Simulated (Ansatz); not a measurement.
One change: `Cl[SiH2][S][GeH3]` becomes `Cl[SiH2][S][GeH2][Cl]`.

Ansatz, PBE0-D4/def2-TZVP geometries, multiplicity 1. Each molecule was computed in one conformer, which needn't be the lowest.

Scalar relativity is left out up to krypton.

```tsv
property	`Cl[SiH2][S][GeH3]`
HOMO energy (PBE0/def2-TZVPP) / eV	-7.59
HOMO–LUMO gap (PBE/def2-TZVPP) / eV	5.06
size of the dipole moment (PBE/def2-TZVPP) / D	2.20
LUMO energy (ωB97M-V/def2-TZVPP) / eV	1.43
HOMO–LUMO gap (ωB97M-V/def2-TZVPP) / eV	11.17
HOMO energy (ωB97M-V/def2-TZVPP) / eV	-9.74
```

Problem. Give the same properties after the change, and the shifts. (Estimate.)

Solution. Computed: 
```json
{"property": "HOMO energy (PBE0/def2-TZVPP) / eV", "`Cl[SiH2][S][GeH2][Cl]`": "-8.00", "shift": "-0.41"}
{"property": "HOMO–LUMO gap (PBE/def2-TZVPP) / eV", "`Cl[SiH2][S][GeH2][Cl]`": "5.06", "shift": "0.00"}
{"property": "size of the dipole moment (PBE/def2-TZVPP) / D", "`Cl[SiH2][S][GeH2][Cl]`": "1.00", "shift": "-1.20"}
{"property": "LUMO energy (ωB97M-V/def2-TZVPP) / eV", "`Cl[SiH2][S][GeH2][Cl]`": "1.15", "shift": "-0.28"}
{"property": "HOMO–LUMO gap (ωB97M-V/def2-TZVPP) / eV", "`Cl[SiH2][S][GeH2][Cl]`": "11.30", "shift": "0.13"}
{"property": "HOMO energy (ωB97M-V/def2-TZVPP) / eV", "`Cl[SiH2][S][GeH2][Cl]`": "-10.15", "shift": "-0.41"}
```

Dipoles are sizes alone; their direction can turn.
